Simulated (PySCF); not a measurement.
PySCF 2.14 output of an unrestricted r2SCAN calculation on a single atom or ion in aug-cc-pVQZ-DK (5s4p3d2f, 46 functions), with the spin-free X2C one-electron Hamiltonian (Gaussian nucleus):

```
SCF conv_tol = 1e-09
number electrons alpha = 2  beta = 0
    J. W. Furness, A. D. Kaplan, J. Ning, J. P. Perdew, and J. Sun.,  J. Phys. Chem. Lett. 11, 8208-8215 (2020)
    J. W. Furness, A. D. Kaplan, J. Ning, J. P. Perdew, and J. Sun.,  J. Phys. Chem. Lett. 11, 9248-9248 (2020)
    J. W. Furness, A. D. Kaplan, J. Ning, J. P. Perdew, and J. Sun.,  J. Phys. Chem. Lett. 11, 8208-8215 (2020)
    J. W. Furness, A. D. Kaplan, J. Ning, J. P. Perdew, and J. Sun.,  J. Phys. Chem. Lett. 11, 9248-9248 (2020)
cycle= 1 E= -2.17352166466226  delta_E= -0.000332  |g|= 0.0026  |ddm|= 0.104
cycle= 2 E= -2.17352257924303  delta_E= -9.15e-07  |g|= 0.000149  |ddm|= 0.0066
cycle= 3 E= -2.17352258499056  delta_E= -5.75e-09  |g|= 6.55e-06  |ddm|= 0.000523
cycle= 4 E= -2.17352258502563  delta_E= -3.51e-11  |g|= 5.92e-07  |ddm|= 4.41e-05
converged SCF energy = -2.17352258502563  <S^2> = 2  2S+1 = 3
```

The run itself started from symmetry-adapted Hartree-Fock orbitals and held the occupation by maximum overlap, on a logarithmic radial grid, so the iterations belong to that start.

Which element, charge and spin multiplicity is this?

He (helium, neutral), multiplicity 3; the state was 1s1 2s1, high-spin 3S determinant (an excited configuration).

The outer electron is Rydberg-like, and this basis confines it to a smaller radius and binds it less than a complete one would.
